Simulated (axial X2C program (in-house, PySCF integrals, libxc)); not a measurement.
# Potential curves of WS⁺, two-component

All values were computed with an in-house relativistic program for diatomic molecules. Two-component (2c) means X2C with spin–orbit coupling and atomic mean-field two-electron Coulomb and Gaunt terms. Basis: W dyall-cv3z [13s14p9d7f4g], S dyall-av3z [9s8p3d2f] (cores contracted in-house); Gaussian nuclei, density fitting, unrestricted open shells. Masses: W 183.951 u, S 31.972 u.

State: Ω = 3/2 (⟨Sz⟩ = 1.49, ⟨Lz⟩ = 0.01 at HF). Energies in eV from the lowest point of each curve. Fits are polynomials in 1 − R0/R over 0.85 to 1.23 times the lowest point R0.

```tsv
R (Å)	HF	r2SCAN0
1.7835	2.4921	1.8101
1.8655	1.2750	0.7337
1.9270	0.7041	0.2813
1.9885	0.3422	0.0558
2.0500	0.1309	0.0000
2.1217	0.0173	0.0867
2.1935	0.0000	0.2801
2.2857	0.0644	0.6179
2.3985	0.2115	1.0921
2.5625	0.4676	1.7939
```

The state is one determinant whose occupation by symmetry is held fixed; it was picked as the lowest of a PBE0 search that is not exhaustive. Density functionals use the spin component along the axis (collinear). With several unpaired electrons one determinant need not be a pure state. This is the top spin component of a Σ state; components of lower Ω are not single determinants and can lie lower. The determinant is spin-polarised beyond a pure state at some levels (its spin-free form has ⟨S²⟩ too high), which makes Re and μ there less reliable.

Q: What are Re and ωe at the HF level?

A: At HF, 2c: Re = 2.173 Å, ωe ≈ 366 cm⁻¹; Be follows as 0.131 cm⁻¹.

Q: Fit the r2SCAN0 curve near its minimum: give the equilibrium distance and the harmonic wavenumber.

A: At r2SCAN0, 2c: Re = 2.044 Å, ωe ≈ 576 cm⁻¹; Be follows as 0.148 cm⁻¹.
